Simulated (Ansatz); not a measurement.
Abridged output of a molecular run in Ansatz:

```
Functional definition: HF
696 factors; integrals over basis functions are off by at most 9.1e-4 eV
mean field evaluation 1: about -7854.9557 eV, gradient 3.7e1 eV
mean field evaluation 2: about -7854.9599 eV, gradient 3.7e1 eV
mean field evaluation 4: about -7857.4289 eV, gradient 2.0e0 eV
mean field evaluation 8: about -7857.4493 eV, gradient 2.2e-1 eV
mean field -7857.44952241 eV, -288.7559439782 hartree, gradient 2.8e-6 eV, S^2 0.000000; 0 other end points of the search recorded, 0 dependent functions left out
5 core orbitals not correlated: weight in the atoms' cores, before any rotation towards them, 1.000 or more for the frozen orbitals, at most 0.000 for the correlated occupied ones
reference -7857.44952241 eV, -288.7559439782 hartree; 10, 10 occupied and 66, 66 virtual orbitals, 696 factors
second order -14.22992045 eV of doubles, -0.00000000 eV of singles
cycle   1  -13.60617306 eV  change    6.2e-1 eV  update   1.1e-1
cycle   2  -13.93899635 eV  change   -3.3e-1 eV  update   3.9e-2
cycle   3  -14.02234631 eV  change   -8.3e-2 eV  update   2.2e-2
cycle   4  -14.01480394 eV  change    7.5e-3 eV  update   6.2e-3
cycle   5  -14.01111546 eV  change    3.7e-3 eV  update   2.6e-3
cycle   6  -14.01135089 eV  change   -2.4e-4 eV  update   1.1e-3
cycle   7  -14.01158354 eV  change   -2.3e-4 eV  update   4.2e-4
cycle   8  -14.01148085 eV  change    1.0e-4 eV  update   1.3e-4
cycle   9  -14.01146457 eV  change    1.6e-5 eV  update   3.8e-5
cycle  10  -14.01149582 eV  change   -3.1e-5 eV  update   1.4e-5
cycle  11  -14.01147919 eV  change    1.7e-5 eV  update   6.3e-6
perturbative correction -0.41412225 eV, -0.0152187118 hartree
Total energy: -7871.87512386 eV, -289.2860750531 hartree
```

Its atoms:

Cartesian coordinates in Å:
```
F 0.658 -0.061 -0.746
In -0.658 0.061 0.746
```

**Question.** Which basis set was used?
A. cc-pV(Q+d)Z
B. def2-SVP
C. cc-pV(D+d)Z
D. def2-TZVPP

**Answer.** D. It gives 81 functions.

**Question.** Write the keys of the input that set method, charge and spin (a neutral closed shell needs none for the last two).

**Answer.** 
```yaml
correlation: {method: ccsd_t}
```
